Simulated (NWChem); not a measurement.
System: C$_{4}$H$_{5}$FO; SMILES C1(=O)[C@@H](F)CC1

The following NWChem deck was run.

```
start job
memory heap 200 mb stack 900 mb global 1100 mb
geometry units angstroms noautoz
  O      1.341720     1.378529     0.294238
  C      0.363089     0.750733    -0.007765
  C     -1.155735     0.989124     0.105329
  C     -1.325336    -0.560013     0.085460
  C      0.118394    -0.705612    -0.462938
  F      0.922480    -1.685270     0.062785
  H     -1.484077     1.529559     0.997175
  H     -1.564244     1.488223    -0.780737
  H     -2.126628    -0.972464    -0.530764
  H     -1.387031    -0.973191     1.095942
  H      0.136901    -0.780736    -1.559407
end
basis spherical
  * library def2-svp
end
dft
  xc xcamb88 1.00 lyp 1.0 hfexch 1.00
  cam 0.33 cam_alpha 0.0 cam_beta 1.0
  iterations 150
  mulliken
end
task dft energy
```

Parts of the log:

```
             Northwest Computational Chemistry Package (NWChem) 7.3.0
             --------------------------------------------------------

 C1  symmetry detected

                             Geometry "geometry" -> ""
                             -------------------------

 Output coordinates in angstroms (scale by  1.889725989 to convert to a.u.)

  No.       Tag          Charge          X              Y              Z
 ---- ---------------- ---------- -------------- -------------- --------------
    1 O                    8.0000     1.49053959     1.25442833     0.10474982
    2 C                    6.0000     0.43383864     0.72171082    -0.10176267
    3 C                    6.0000    -1.04108922     1.14536613     0.04503943
    4 C                    6.0000    -1.38597051    -0.36902380     0.17413150
    5 C                    6.0000     0.00432058    -0.73001942    -0.41158907
    6 F                    9.0000     0.71616746    -1.74757574     0.17195350
    7 H                    1.0000    -1.26340481     1.79620432     0.89489422
    8 H                    1.0000    -1.43191597     1.60976057    -0.86747611
    9 H                    1.0000    -2.25715570    -0.73686811    -0.37143578
   10 H                    1.0000    -1.44614694    -0.68248073     1.21994207
   11 H                    1.0000    -0.03779736    -0.90206338    -1.49641963

 Effective nuclear repulsion energy (a.u.)     230.6353366040

                                 NWChem DFT Module
                                 -----------------

 Summary of "ao basis" -> "ao basis" (spherical)
 ------------------------------------------------------------------------------
       Tag                 Description            Shells   Functions and Types
 ---------------- ------------------------------  ------  ---------------------
 O                          def2-svp                 6       14   3s2p1d
 C                          def2-svp                 6       14   3s2p1d
 F                          def2-svp                 6       14   3s2p1d
 H                          def2-svp                 3        5   2s1p

            General Information
            -------------------
          SCF calculation type: DFT
          Wavefunction type:  closed shell.
          No. of atoms     :    11
          No. of electrons :    46
           Alpha electrons :    23
            Beta electrons :    23
          Charge           :     0
          Spin multiplicity:     1
          Use of symmetry is: off; symmetry adaption is: off
          Maximum number of iterations: 150
          AO basis - number of functions:   109
                     number of shells:    51
          Convergence on energy requested:  1.00D-06
          Convergence on density requested:  1.00D-05
          Convergence on gradient requested:  5.00D-04

              XC Information
              --------------
                     Hartree-Fock (Exact) Exchange  1.000
                   CAM-Becke88 Exchange Functional  1.000
              Lee-Yang-Parr Correlation Functional  1.000

           Range-Separation Parameters
           ---------------------------
           Alpha           :  0.00
           Beta            :  1.00
           Gamma           :  0.33
           Short-Range HF  :     F

             Grid Information
             ----------------
          Grid used for XC integration:  medium
          Radial quadrature: Mura-Knowles
          Angular quadrature: Lebedev.
          Tag              B.-S. Rad. Rad. Pts. Rad. Cut. Ang. Pts.
          ---              ---------- --------- --------- ---------
          O                   0.60       49          11.0       434
          C                   0.70       49           9.0       434
          F                   0.50       49          11.0       434
          H                   0.35       45          10.0       434
          Grid pruning is: on
          Number of quadrature shells:   519
          Spatial weights used:  Erf1

      Superposition of Atomic Density Guess
      -------------------------------------

 Sum of atomic energies:        -326.97930240

      Non-variational initial energy
      ------------------------------

 Total energy =    -330.231859
 1-e energy   =    -904.420936
 2-e energy   =     343.553740
 HOMO         =      -0.294365
 LUMO         =      -0.032985

     ---------------------------------------------
      Total Density - Mulliken Population Analysis
     ---------------------------------------------

    Atom       Charge   Shell Charges
 -----------   ------   -------------------------------------------------------
    1 O    8     8.68   1.99  1.14  0.66  3.05  1.82  0.01
    2 C    6     5.42   1.99  0.95  0.28  1.53  0.58  0.09
    3 C    6     6.21   1.99  0.97  0.20  2.01  1.01  0.03
    4 C    6     6.17   1.99  0.97  0.18  2.01  1.00  0.03
    5 C    6     5.60   1.99  0.94  0.25  1.68  0.67  0.07
    6 F    9     9.43   1.99  1.14  0.78  3.45  2.07  0.00
    7 H    1     0.88   0.66  0.20  0.02
    8 H    1     0.87   0.66  0.19  0.02
    9 H    1     0.91   0.68  0.20  0.02
   10 H    1     0.90   0.68  0.20  0.02
   11 H    1     0.93   0.69  0.22  0.02

   convergence    iter        energy       DeltaE   RMS-Dens  Diis-err
 ---------------- ----- ----------------- --------- --------- ---------
 d= 0,ls=0.0,diis     1   -329.3257237942 -5.60D+02  2.00D-02  1.43D+00
 d= 0,ls=0.0,diis     2   -329.2432978141  8.24D-02  9.69D-03  2.78D+00
 d= 0,ls=0.0,diis     3   -329.4889157402 -2.46D-01  1.43D-03  3.15D-02
 d= 0,ls=0.0,diis     4   -329.4918609411 -2.95D-03  7.91D-04  8.30D-03
 d= 0,ls=0.0,diis     5   -329.4926485114 -7.88D-04  2.68D-04  5.38D-04
  Resetting Diis
 d= 0,ls=0.0,diis     6   -329.4927121323 -6.36D-05  1.30D-04  7.90D-05
 d= 0,ls=0.0,diis     7   -329.4927248726 -1.27D-05  5.99D-05  5.11D-06
 d= 0,ls=0.0,diis     8   -329.4927257998 -9.27D-07  1.28D-05  3.50D-06
 d= 0,ls=0.0,diis     9   -329.4927262267 -4.27D-07  1.40D-05  5.40D-07
 d= 0,ls=0.0,diis    10   -329.4927263476 -1.21D-07  9.07D-06  1.33D-07

         Total DFT energy =     -329.492726347617
      One electron energy =     -908.132478222625
           Coulomb energy =      389.814867872546
    Exchange-Corr. energy =      -41.810452601534
 Nuclear repulsion energy =      230.635336603997

 Numeric. integr. density =       45.999999880766

                       DFT Final Molecular Orbital Analysis
                       ------------------------------------

 Vector   21  Occ=2.000000D+00  E=-4.565709D-01
              MO Center= -2.2D-01, -2.8D-01, -3.9D-02, r^2= 3.5D+00
   Bfn.  Coefficient  Atom+Function         Bfn.  Coefficient  Atom+Function
  ----- ------------  ---------------      ----- ------------  ---------------
    74      0.260949   6 F  px                4      0.247905   1 O  px
    95      0.234963   9 H  s                46     -0.232741   4 C  px
    75      0.198592   6 F  py               17      0.195544   2 C  s
    19     -0.184052   2 C  py               77     -0.177842   6 F  px
    18     -0.158353   2 C  px               16      0.155470   2 C  s

 Vector   22  Occ=2.000000D+00  E=-4.286114D-01
              MO Center= -1.3D-01, -6.6D-01, -4.2D-02, r^2= 2.9D+00
   Bfn.  Coefficient  Atom+Function         Bfn.  Coefficient  Atom+Function
  ----- ------------  ---------------      ----- ------------  ---------------
    76      0.307301   6 F  pz               45      0.289550   4 C  s
    74     -0.272620   6 F  px               62      0.229154   5 C  pz
    46      0.225997   4 C  px               60     -0.213784   5 C  px
    79     -0.210985   6 F  pz              105     -0.208608  11 H  s
    77      0.195630   6 F  px               47     -0.183382   4 C  py

 Vector   23  Occ=2.000000D+00  E=-3.496694D-01
              MO Center=  7.0D-01,  7.1D-01, -9.5D-03, r^2= 2.5D+00
   Bfn.  Coefficient  Atom+Function         Bfn.  Coefficient  Atom+Function
  ----- ------------  ---------------      ----- ------------  ---------------
     5      0.439592   1 O  py               31     -0.358961   3 C  s
     8      0.307841   1 O  py               32     -0.261715   3 C  px
    61      0.236909   5 C  py                4     -0.230634   1 O  px
    59      0.229489   5 C  s                35     -0.225785   3 C  px
    19     -0.179981   2 C  py                7     -0.168146   1 O  px

 Vector   24  Occ=0.000000D+00  E= 4.307519D-02
              MO Center=  2.9D-01,  6.2D-01, -1.6D-01, r^2= 3.1D+00
   Bfn.  Coefficient  Atom+Function         Bfn.  Coefficient  Atom+Function
  ----- ------------  ---------------      ----- ------------  ---------------
    59      0.533467   5 C  s                20     -0.449503   2 C  pz
   106     -0.417348  11 H  s                91     -0.383631   8 H  s
    23     -0.378862   2 C  pz                6      0.364213   1 O  pz
     9      0.362995   1 O  pz               96     -0.341617   9 H  s
    31      0.338755   3 C  s                17     -0.326591   2 C  s

 Vector   25  Occ=0.000000D+00  E= 1.271081D-01
              MO Center= -1.3D+00,  5.6D-01, -2.6D-01, r^2= 6.2D+00
   Bfn.  Coefficient  Atom+Function         Bfn.  Coefficient  Atom+Function
  ----- ------------  ---------------      ----- ------------  ---------------
    31      1.579804   3 C  s                45      1.290029   4 C  s
    91     -1.060218   8 H  s                86     -1.024651   7 H  s
    96     -0.818311   9 H  s               101     -0.774709  10 H  s
   106     -0.759558  11 H  s                36      0.508997   3 C  py
    59      0.499783   5 C  s                17     -0.406643   2 C  s

[...]
```

Level: LC-BLYP (range parameter 0.33 per bohr)/def2-SVP. Geometry: optimised at B3LYP/6-31G* (spherical d).
